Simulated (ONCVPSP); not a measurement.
# tantalum, ONCV: configuration errors across variants

| Quantity | Value |
| --- | --- |
| Element | tantalum |
| Generator | ONCVPSP 4.0.1 |
| Type | optimised norm-conserving Vanderbilt (ONCV) |
| Functional | PBE |
| Relativity | fully relativistic |
| Frozen core | [Kr] 4d10 |
| Valence charge | 27 |
| Reference configuration | 4f14 5s2 5p6 5d3 6s1.5 (charge +0.5) |
| Partial waves | 5s+6s: rc 1.55 bohr, ncon 5, nbas 8, qcut 6.3 1/bohr, 2 projectors; 5p: rc 1.30 bohr, ncon 5, nbas 9, qcut 7.3 1/bohr, 2 projectors, debl 2.3 Ha; 5d: rc 2.60 bohr, ncon 4, nbas 9, qcut 7.3 1/bohr, 2 projectors, debl 1.6 Ha; 4f: rc 0.60 bohr, ncon 4, nbas 8, qcut 29.7 1/bohr, 2 projectors, debl 3.1 Ha |
| Local potential | polynomial inside 0.50 bohr (lpopt 5, dvloc0 2 Ha) |
| Core correction | Teter function, fcfact 5, rcfact 1.75 |

Open shells are filled in proportion to 2j + 1.

All-electron excitation energies from the reference (eV): (1) 4f14 5s2 5p6 5d3 6s2 -3.464; (2) 4f14 5s2 5p6 5d3 6s1 5.008; (3) 4f14 5s2 5p6 5d3 6s0 19.982.

A true bound ghost makes a file unfit for plane-wave use even where its test errors are small: the radial tests pick states by their node count and pass the ghost by.

Errors AE − PS in meV (a dash: test not solved or not reliable):

```tsv
change	(1)	(2)	(3)	bound ghosts	GHOST(+) flags above zero
base	-0.3	-0.2	-3.3	s, p3/2, d5/2, p1/2, d3/2, f5/2	s
local potential polynomial inside 0.50 bohr (lpopt 5, dvloc0 -2 Ha)	-0.3	-0.2	-3.5	s, p3/2, d5/2, p1/2, d3/2, f5/2	s
local potential polynomial inside 0.50 bohr (lpopt 5, dvloc0 -0.5 Ha)	-0.3	-0.2	-3.5	s, p3/2, d5/2, p1/2, d3/2, f5/2	s
local potential polynomial inside 0.50 bohr (lpopt 5, dvloc0 0.5 Ha)	-0.3	-0.2	-3.5	s, p3/2, d5/2, p1/2, d3/2, f5/2	s
local potential polynomial inside 0.50 bohr (lpopt 5, dvloc0 4 Ha)	-0.3	-0.2	-3.4	s, p3/2, d5/2, p1/2, f5/2	s, d3/2
local potential polynomial inside 0.50 bohr (lpopt 5, dvloc0 4.5 Ha)	-0.3	-0.2	-3.4	s, p3/2, d5/2, p1/2, f5/2	s, d3/2
local potential polynomial inside 0.50 bohr (lpopt 5, dvloc0 6.5 Ha)	-0.3	-0.2	-3.4	s, p3/2, d5/2, p1/2, f5/2	s, d3/2
local potential polynomial inside 0.50 bohr (lpopt 5, dvloc0 7.5 Ha)	-0.3	-0.2	-3.4	s, p3/2, d5/2, p1/2, f5/2	s, d3/2
```

Q: Give the same row for: local potential polynomial inside 0.50 bohr (lpopt 5, dvloc0 9.5 Ha).

A: -0.3, -0.2, -3.4; bound ghosts: s, p3/2, p1/2, f5/2; GHOST(+) flags above zero: s, d5/2, d3/2.
